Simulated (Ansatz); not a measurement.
All values below come from frozen-core CCSD(T)/def2-TZVPP // PBE-D3(BJ)/def2-SVP run with Ansatz (a quantum-chemistry and plane-wave program).

Ansatz 0.2 input:
```yaml
crystal:
  periodic: [false, false, false]
  atoms:
    - { symbol: Zr, position_ang: [0.08534, -0.015523, -0.142324] }
    - { symbol: N, position_ang: [-1.338858, 1.154584, 0.775053] }
    - { symbol: H, position_ang: [-2.129163, 1.570151, 0.265324] }
    - { symbol: H, position_ang: [-1.477216, 1.348881, 1.772908] }
    - { symbol: N, position_ang: [1.483759, 1.177555, -1.069092] }
    - { symbol: H, position_ang: [1.456634, 2.184589, -1.262843] }
    - { symbol: H, position_ang: [2.417317, 0.835943, -1.331833] }
    - { symbol: N, position_ang: [-0.850686, -1.210807, -1.533524] }
    - { symbol: H, position_ang: [-1.755111, -1.666441, -1.355574] }
    - { symbol: H, position_ang: [-0.600645, -1.391404, -2.512038] }
    - { symbol: N, position_ang: [1.048052, -1.171785, 1.263425] }
    - { symbol: H, position_ang: [0.965192, -2.176126, 1.455637] }
    - { symbol: H, position_ang: [1.808139, -0.805612, 1.851163] }
basis:
  gaussian: { orbitals: def2-TZVPP }
correlation:
  method: ccsd_t
```

Output:

```
Functional definition: HF
1755 factors; integrals over basis functions are off by at most 9.1e-4 eV
mean field evaluation 1: about -7316.0709 eV, gradient 7.3e1 eV
mean field evaluation 2: about -7316.1709 eV, gradient 7.3e1 eV
mean field evaluation 4: about -7326.3462 eV, gradient 4.0e0 eV
mean field evaluation 8: about -7326.4364 eV, gradient 3.0e-1 eV
mean field evaluation 16: about -7326.4369 eV, gradient 1.7e-6 eV
mean field -7326.43692225 eV, -269.2415908552 hartree, gradient 1.7e-6 eV, S^2 0.000000; 0 other end points of the search recorded, 0 dependent functions left out
4 core orbitals not correlated
reference -7326.43692225 eV, -269.2415908552 hartree; 20, 20 occupied and 268, 268 virtual orbitals, 1755 factors
second order -33.54216387 eV of doubles, -0.00000000 eV of singles
cycle   1  -33.19401795 eV  change    3.5e-1 eV  update   1.5e-1
cycle   2  -33.93975720 eV  change   -7.5e-1 eV  update   5.2e-2
cycle   3  -34.18047809 eV  change   -2.4e-1 eV  update   2.9e-2
cycle   4  -34.16756224 eV  change    1.3e-2 eV  update   9.3e-3
cycle   5  -34.16132671 eV  change    6.2e-3 eV  update   4.2e-3
cycle   6  -34.16339071 eV  change   -2.1e-3 eV  update   1.3e-3
cycle   7  -34.16283322 eV  change    5.6e-4 eV  update   5.4e-4
cycle   8  -34.16273303 eV  change    1.0e-4 eV  update   1.4e-4
cycle   9  -34.16280992 eV  change   -7.7e-5 eV  update   6.2e-5
cycle  10  -34.16279109 eV  change    1.9e-5 eV  update   1.9e-5
perturbative correction -1.47059542 eV, -0.0540433848 hartree
Total energy: -7362.07030876 eV, -270.5510936563 hartree
```

Cost: very roughly 17 core-minutes.
